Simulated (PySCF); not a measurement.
Te: excitation energy

Te [Kr] 4d10 5s2 5p4 (3P) → Te [Kr] 4d10 5s1 5p5 (3P), as a difference of total energies. Calculation: PySCF 2.14, in dyall-av2z; no relativity, point nucleus. Correlated levels: valence: [Kr] 4d10 frozen; virtual orbitals above 40 to 60 times the deepest correlated orbital energy dropped. The calculations carry no spin-orbit coupling.

```csv
method,excitation energy (cm⁻¹)
UHF,71246
LDA,64772
PBE,64140
PBE0,66158
r2SCAN,64754
r2SCANh,65453
B97-3,65902
LC-wPBE,69338
MP2 (valence),64600
SCS-MP2 (valence),63659
```

A first-order spin-orbit estimate (lowest level to lowest level, LS coupling) adds -0.019 eV.
